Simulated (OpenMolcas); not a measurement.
## Ne5+: effect of the IPEA shift

| Quantity | Value |
| --- | --- |
| Program | OpenMolcas 26.06 |
| Basis | ANO-RCC-VTZP [4s3p2d1f] |
| Scalar Hamiltonian | DKH2, point nucleus |
| Active space | 3 electrons in 9 orbitals (RAS2 2s 2p; RAS3 3d, at most 2 electrons) |
| State averaging | 2S+1 = 4 odd, 1 root; 2S+1 = 2 odd, 11 roots (3 in the spin-orbit step); 2S+1 = 4 even, 3 roots; 2S+1 = 2 even, 9 roots |
| Spin-orbit coupling | RASSI with atomic mean-field integrals over the reference wave functions, term energies averaged over their components |

Methods on the same reference wave functions:
A. RASSCF
B. SS-RASPT2, IPEA 0 Eh, imaginary shift 0.1 Eh (closed shells correlated: 1s)
C. SS-RASPT2, IPEA 0.25 Eh, imaginary shift 0.1 Eh (closed shells correlated: 1s)

Energies in cm-1 above 2s2 2p 2P* 1/2, the measured ground level; measured values from NIST levels in Podobedova, Fuhr, Reader and Wiese, J. Phys. Chem. Ref. Data 33, 525 (2004).

| Level | A | B | C | Measured |
| --- | --- | --- | --- | --- |
| 2s2 2p 2P* 1/2 | 0.0 | 0.0 | 0.0 | 0.0 |
| 2s2 2p 2P* 3/2 | 1232 | 1232 | 1232 | 1310 |
| 2s 2p2 4P 1/2 | 98817 | 100008 | 100006 |  |
| 2s 2p2 4P 3/2 | 99262 | 100454 | 100452 |  |
| 2s 2p2 4P 5/2 | 99991 | 101182 | 101180 |  |
| 2s 2p2 2D 3/2 | 181535 | 179986 | 179990 | 179021 |
| 2s 2p2 2D 5/2 | 181545 | 179996 | 180000 | 178992 |
| 2s 2p2 2S 1/2 | 236486 | 232360 | 232405 | 230853 |
| 2s 2p2 2P 1/2 | 252989 | 250664 | 250678 | 249292 |
| 2s 2p2 2P 3/2 | 253827 | 251505 | 251519 | 250112 |

Deviations, from unrounded energies. A percentage is the sum of absolute deviations over the sum of measured energies, with the sign that they share, or ± where signs differ.

```tsv
Against measurement	Levels	A	B	C
mean absolute deviation (cm-1)	6	3000	1100	1100
fine structure of the ground term (%)	1	-6.0	-6.0	-6.0
other configurations (%)	5	+1.7	+0.6	+0.6
```

B, C lie about equally close to measurement and A furthest from it. The largest miss of B in the table is 2s 2p2 2S 1/2, by +1500 cm-1. The ranking rests on the paired levels alone, and a cruder setting can come out closer through cancelling errors.

Between B and C the level of the table that moves most is 2s 2p2 2S 1/2, by 45 cm-1 (lowest in B, highest in C).

The lowest spin-free term lies below A's lowest term by 0.019 hartree in B, 0.019 hartree in C.

Active for correlation alone: 3d; no level in the range computed is led by a configuration that fills it, so any true level of that kind is missing. Measured partners are found by configuration, term and J. A level has none where our copy of the source lacks it or the pairing is in doubt (some pairs that miss far off the trend of their configuration count as doubtful), and it then counts in no deviation. Levels of configurations outside the active space are missing. Levels that lie high or do not pair safely by name in every column are left out.

* marks odd parity.
